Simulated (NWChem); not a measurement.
# PbSiH4, singlet; SMILES [SiH3][PbH]

Computed with NWChem. Low-valent species are run as closed-shell singlets; no triplet was tried in these runs. Coordinates come from a PBE0/def2-SVP optimisation. def2 effective core potentials on Pb; no spin-orbit coupling.

Predict the results for PBE/def2-SVP. Quantities: highest occupied level (eV); orbital gap (eV); dipole (D).

The highest occupied level (eV) comes out as -5.49. The orbital gap (eV) is 1.69 and the dipole (D) is 1.82.
